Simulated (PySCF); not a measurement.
PySCF job for Cd(I)2 cation (CdI2), SMILES [I][Cd][I] (connectivity only; charge and spin as stated), charge +1, multiplicity 2, B3LYP-D3(BJ)/def2-SVP. Geometry optimised at B3LYP-D3(BJ)/def2-SVP. The spin state was assumed, not searched. The isomer is the one that the SMILES or the coordinates give; other isomers of the formula were not compared. The def2 effective core potentials stand for the cores of Cd, I; spin–orbit coupling is left out.

```python
import numpy as np
from pyscf import gto, scf, dft, df
from pyscf.hessian import thermo

mol = gto.M(
    atom='''
    Cd    0.00000000    0.00000000    0.00000000
    I     0.00000000    0.00000000   -2.64533129
    I     0.00000000    0.00000000    2.64533129
    ''',
    basis='def2-SVP',
    ecp={'Cd': 'def2-svp', 'I': 'def2-svp'},
    charge=1,
    spin=1,
    max_memory=1600,
    verbose=3,
)
mf = dft.UKS(mol, xc='b3lyp').density_fit(auxbasis='def2-universal-jkfit')
mf.disp = 'd3bj'
mf.grids.level = 3
mf.conv_tol = 1e-11
mf.max_cycle = 100
mf.kernel()
fine, coarse = mf.grids, dft.Grids(mol).set(level=1).build(with_non0tab=True)
for _ in range(3):  # follow internal instabilities
    mf.grids = coarse
    mo, _, stable, _ = mf.stability(return_status=True, nroots=4)
    mf.grids = fine
    if stable:
        break
    mf.kernel(mf.make_rdm1(mo, mf.mo_occ))

# [left out here: the lines that compute and print the analytic Hessian (its translational invariance restored by hand, since the grid's response is missing), thermochemistry and intensities]
```

Program output:

```

WARN: HOMO -1.67486101365449 >= LUMO -1.6748610136545

converged SCF energy = -763.147123369674  <S^2> = 0.75402126  2S+1 = 2.0040172
<class 'pyscf.df.df_jk.DFUKS'> wavefunction is stable in the internal stability analysis

WARN: DFTD3 does not support analytical Hessian, using finite difference


WARN: Mole.unit (angstrom) is changed to Bohr

Mode                                 0                   1                   2
Irrep
Freq [cm^-1]                       42.0762             43.8261            133.5531
Reduced mass [au]                 116.4972            116.4972            126.9045
Force const [Dyne/A]                0.1215              0.1318              1.3336
Char temp [K]                      60.5382             63.0559            192.1531
Normal mode                   x     y     z       x     y     z       x     y     z
       0  Cd                -0.08 -0.02 -0.00   -0.02  0.08  0.00   -0.00 -0.00 -0.00
       1   I                 0.03  0.01 -0.00    0.01 -0.03  0.00    0.00  0.00  0.06
       2   I                 0.03  0.01  0.00    0.01 -0.03 -0.00    0.00  0.00 -0.06
Mode                                 3
Irrep
Freq [cm^-1]                      221.0254
Reduced mass [au]                 116.4972
Force const [Dyne/A]                3.3531
Char temp [K]                     318.0064
Normal mode                   x     y     z
       0  Cd                -0.00 -0.00  0.08
       1   I                 0.00  0.00 -0.03
       2   I                 0.00  0.00 -0.03
temperature 298.1500 [K]
pressure 101325.00 [Pa]
Rotational constants [GHz] inf 0.28454 0.28454
Symmetry number 2
Zero-point energy (ZPE) 0.00100 [Eh]   2634.660 [J/mol]
                           tot       elec      trans        rot        vib
Entropy [J/mol/K]       336.858      5.763    182.369     85.623     63.103
Cv [J/mol/K]             52.957      0.000     12.472      8.314     32.171
Cp [J/mol/K]             61.272      0.000     20.786      8.314     32.171
Internal energy [J/mol]                      3718.434   2478.956  10249.459
Internal energy [Eh]   -763.14086  -763.14712
Enthalpy [J/mol]                             6197.391   2478.956  10249.459
Enthalpy [Eh]          -763.13991
Gibbs free energy [J/mol]                  -48175.995 -23049.402  -8564.640
Gibbs free energy [Eh] -763.17817
mode   freq/cm-1   IR/(km/mol)
   1       42.08         1.717
   2       43.83         1.490
   3      133.55         0.000
   4      221.03        29.747
max |gradient| / (hartree/bohr): 1.23574770111753e-05
APT charges: [0.0315 0.4842 0.4842]
```

Self-consistency was reached.

Cost: very roughly 110 core-seconds.
